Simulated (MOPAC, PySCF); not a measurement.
Precursor series Ta Cl-NH2. Isolated molecules, 0 K electronic values unless said otherwise. One relaxed conformer stands for each flexible species; it need not be the lowest.

Quantity: redistribution energy (mixed species minus the weighted end members), in kcal/mol. Semi-empirical values (MOPAC) are differences of heats of formation.

Level 1: PBE-D3(BJ)/def2-TZVP // r2SCAN-D4/def2-SVP (PySCF)
Level 2: PBE/6-31G* (LANL2DZ on Ta) // r2SCAN-D4/def2-SVP (PySCF)
Level 3: SVWN5/6-31G* (LANL2DZ on Ta) // r2SCAN-D4/def2-SVP (PySCF)
Level 4: PM7 // r2SCAN-D4/def2-SVP (MOPAC)

```json
[
 {"species": "4 of 5 Cl replaced by NH2: [Ta(Cl)(NH2)4]", "level 2": "-13.5", "level 3": "-13.9", "level 4": "-23.9"},
 {"species": "3 of 5 Cl replaced by NH2: [Ta(Cl)2(NH2)3]", "level 2": "-14.5", "level 3": "-14.8", "level 4": "-21.3"},
 {"species": "2 of 5 Cl replaced by NH2: [Ta(Cl)3(NH2)2]", "level 2": "-15.3", "level 3": "-15.8", "level 4": "-30.9"}
]
```

### Question
What does level 1 give for each?

### Answer

- 4 of 5 Cl replaced by NH2: [Ta(Cl)(NH2)4]: -9.93
- 3 of 5 Cl replaced by NH2: [Ta(Cl)2(NH2)3]: -11.3
- 2 of 5 Cl replaced by NH2: [Ta(Cl)3(NH2)2]: -11.3
